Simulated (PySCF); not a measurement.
BrFH₂N₂W, SMILES [NH]=[W](=[NH])([F])[Br], multiplicity 1. Heavy atoms are numbered as in [W:1](=[NH:2])(=[NH:4])([F:6])[Br:7]. Hydrogens are named by the atom that carries them.

Coordinates come from a B3LYP-D3(BJ)/def2-SVP optimisation. The spin state was assumed, not searched. The structure was generated by enumeration; whether it is a known compound was not checked. The def2 effective core potentials stand for the cores of W; spin–orbit coupling is left out.

The numbers are results of PBE/def2-TZVP run with PySCF, not measurements.

ESP charges are fitted to the potential on shells at 1.4 to 2.0 van der Waals radii. Atomic charges (e), one atom of each kind:

```tsv
atom	ESP fit	Löwdin	Mulliken
W1	0.83	0.44	1.16
N2 (NH)	-0.63	-0.31	-0.50
H on N2	0.38	0.15	0.24
F6	-0.19	-0.20	-0.34
Br7	-0.14	0.07	-0.30
```
